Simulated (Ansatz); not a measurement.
Input and output for CH₇PSSn (`PS[CH2][SnH3]`).

```yaml
crystal:
  periodic: [false, false, false]
  atoms:
    - {symbol: P, position_ang: [-1.815821, 1.240709, 0.360274]}
    - {symbol: S, position_ang: [0.191227, 1.357680, 0.989182]}
    - {symbol: C, position_ang: [0.643422, -0.398402, 0.932148]}
    - {symbol: Sn, position_ang: [0.866545, -1.153437, -1.075716]}
    - {symbol: H, position_ang: [-1.792216, 2.235056, -0.652889]}
    - {symbol: H, position_ang: [-2.360501, 2.119894, 1.331960]}
    - {symbol: H, position_ang: [-0.066563, -0.991652, 1.508323]}
    - {symbol: H, position_ang: [1.611470, -0.460326, 1.433716]}
    - {symbol: H, position_ang: [2.304398, -0.504048, -1.726691]}
    - {symbol: H, position_ang: [-0.468209, -0.640200, -2.005160]}
    - {symbol: H, position_ang: [0.951550, -2.862275, -1.074646]}
basis:
  gaussian: {orbitals: ANO-RCC-VTZP}
magnetization: {spin_polarized: false, initial_magnetization: 2}
hamiltonian: {xc: {name: BLYP}}
scf: {lower_state_search: off}
```

```sh
$ ansatz run in.yaml --threads 4 --pin off --events-out ev --progress --plain --max-ram 10444MiB
```

Shortened log:

```
Functional definition: BLYP
1939 factors; their error is unknown
mean field evaluation 1: about -189388.0780 eV, gradient 6.8e1 eV
mean field evaluation 2: about -189348.4873 eV, gradient 1.2e2 eV
mean field evaluation 4: about -189395.6106 eV, gradient 3.4e1 eV
mean field evaluation 8: about -189400.3495 eV, gradient 5.9e0 eV
mean field evaluation 16: about -189400.5420 eV, gradient 2.2e-2 eV
mean field -189400.46523459 eV, -6960.3387171251 hartree, gradient 6.1e-6 eV, S^2 2.000000; 0 other end points of the search recorded, 0 dependent functions left out
reference -189400.46569884 eV, -6960.3387341858 hartree; 48, 46 occupied and 216, 218 virtual orbitals, 1939 factors
Total energy: -189400.46569884 eV, -6960.3387341858 hartree
Relativity: scalar
Checks for a lower state left out: stability, starts, cluster_reference, orbital_swaps, neighbouring_geometries, increment
```

It took 10 s on 4 threads of an Arm Neoverse V1 on a shared host, with 0.68 GiB of host memory at the peak.
